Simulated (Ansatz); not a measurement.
The cluster Zr2O6H4. Total charge 0; singlet. Geometry r2SCAN-D4/def2-SVP.

```xyz
12

Zr   -0.460    1.505   -0.051
Zr    0.164   -1.656    0.428
O     0.573   -2.209    2.053
O     1.214    0.343    0.331
O    -0.360    3.044   -1.201
O    -1.227   -0.109   -0.979
O     0.449   -3.098   -0.881
O    -1.541   -0.284    0.481
H    -1.062    2.194    1.570
H    -0.468    3.778   -1.811
H     0.741   -4.015   -0.841
H     1.978    0.509    0.902
```

In the def2 sets Zr takes a core potential; there is no spin–orbit coupling. The structure holds one bond between oxygen atoms, so isomers without such links may lie far lower. Another isomer (singlet) lies 0.07 eV lower at PBE0-D4/def2-TZVP; other spin states weren't run for this one.

Estimate the orbital energies around the gap (eV) in Ansatz with PBE-D4/def2-TZVP, BLYP-D4/def2-TZVP, r2SCAN-D4/def2-TZVP, r2SCANh-D4/def2-TZVP, PBE0-D4/def2-TZVP.


| orbital | PBE-D4/def2-TZVP | BLYP-D4/def2-TZVP | r2SCAN-D4/def2-TZVP | r2SCANh-D4/def2-TZVP | PBE0-D4/def2-TZVP |
| --- | --- | --- | --- | --- | --- |
| HOMO−5 | -7.50 | -7.41 | -7.84 | -8.45 | -9.10 |
| HOMO−4 | -7.04 | -6.95 | -7.39 | -7.98 | -8.63 |
| HOMO−3 | -6.87 | -6.75 | -7.14 | -7.68 | -8.28 |
| HOMO−2 | -6.64 | -6.53 | -6.93 | -7.49 | -8.11 |
| HOMO−1 | -6.57 | -6.46 | -6.87 | -7.43 | -8.04 |
| HOMO | -6.26 | -6.17 | -6.56 | -7.15 | -7.82 |
| LUMO | -2.82 | -2.78 | -2.61 | -2.31 | -1.99 |
| LUMO+1 | -2.55 | -2.48 | -2.37 | -2.07 | -1.71 |
| LUMO+2 | -2.30 | -2.23 | -2.00 | -1.53 | -1.06 |
| LUMO+3 | -1.74 | -1.73 | -1.50 | -1.19 | -0.88 |
| LUMO+4 | -1.57 | -1.53 | -1.25 | -0.94 | -0.76 |
| LUMO+5 | -1.16 | -1.12 | -0.86 | -0.55 | -0.25 |
